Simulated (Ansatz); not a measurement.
Basis-set extrapolation for CH5FNOSi, SMILES `CO[Si](N)F` radical (PBE0-D4/def2-TZVP geometry, frozen core, Ansatz). Multiplicity 2, UHF reference.

```json
{"": "HF", "def2-TZVPP": "-558.698631", "def2-QZVPP": "-558.721903"}
{"": "MP2 correlation", "def2-TZVPP": "-0.967037", "def2-QZVPP": "-1.045941"}
{"": "CCSD(T) correlation", "def2-TZVPP": "-1.028644", "def2-QZVPP": "not run"}
```

Energies in hartree. Use E(X) = E(∞) + A·exp(−7.88·√X) for Hartree–Fock and E(X) = E(∞) + B·X^(−2.97) for correlation, with X = 3 and 4, and add CCSD(T) minus MP2 of the smaller set to the MP2 limit.

Problem. What is the CCSD(T) energy at the basis-set limit?

Solution. HF limit: -558.721903 + (-0.023272) × 0.13774 = -558.72511. MP2 limit: -1.045941 + (-0.078904) × 0.74074 = -1.10439. Higher-order term: -1.028644 − (-0.967037) = -0.06161. Total: -559.89111 hartree, 430.1 kJ/mol below CCSD(T)/def2-TZVPP.
